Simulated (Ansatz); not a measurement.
Geometry optimisation, RKS r2SCAN/def2-SVP (Ansatz 0.2.0).

Input:

```yaml
crystal:
  periodic: [false, false, false]
  atoms:
    - { symbol: Sn, position_ang: [-0.591318, 0.167427, -1.642904] }
    - { symbol: Cl, position_ang: [1.743549, -0.376104, -1.688705] }
    - { symbol: H, position_ang: [-1.077303, 0.082234, -3.280161] }
    - { symbol: H, position_ang: [-1.361102, -1.011378, -0.684498] }
    - { symbol: H, position_ang: [-0.696786, 1.752228, -1.021531] }
    - { symbol: H, position_ang: [1.135885, -0.09568, 0.859315] }
    - { symbol: C, position_ang: [0.39863, -0.121358, 1.655851] }
    - { symbol: H, position_ang: [-0.089126, -1.105317, 1.672312] }
    - { symbol: H, position_ang: [-0.360005, 0.659849, 1.510096] }
    - { symbol: H, position_ang: [0.897376, 0.048098, 2.620326] }
basis:
  gaussian: { orbitals: def2-SVP }
hamiltonian:
  xc: r2scan
relax:
  f_tol: 0.03
  max_steps: 50
output:
  orbitals: {}
```

Run as:

```bash
$ ansatz run input.yaml --threads 2 --pin off --max-ram 3072MiB --backend cpu --events-out ev --progress --plain --runs-dir out
```

**Question.** Where does it end, and by what steps?

**Answer.** It converged. The force dipped under the threshold on the way, but the program's further checks kept it going. After 7 steps the energy has fallen by 0.063 eV; H8 moved furthest, 0.35 Å.

| step | energy less start (eV) | largest force component (eV/Å) | accepted |
| --- | --- | --- | --- |
| 0 | 0.0000 | 0.533 | yes |
| 1 | -0.0538 | 0.124 | yes |
| 2 | -0.0412 | 0.270 | no |
| 3 | -0.0602 | 0.059 | yes |
| 4 | -0.0623 | 0.012 | yes |
| 5 | -0.0626 | 0.070 | yes |
| 6 | -0.0628 | 0.047 | yes |
| 7 | -0.0630 | 0.005 | yes |

```xyz
10
Properties=species:S:1:pos:R:3
Sn -0.629 0.180 -1.895
Cl 1.685 -0.323 -1.918
H -1.119 0.140 -3.531
H -1.375 -1.036 -0.959
H -0.771 1.736 -1.209
H 1.126 -0.209 1.044
C 0.441 -0.140 1.900
H -0.089 -1.093 2.025
H -0.287 0.667 1.734
H 1.017 0.078 2.809
```

Run time: 42 s on 2 threads of Arm Neoverse N1, on a shared host, peak memory 0.15 GiB.
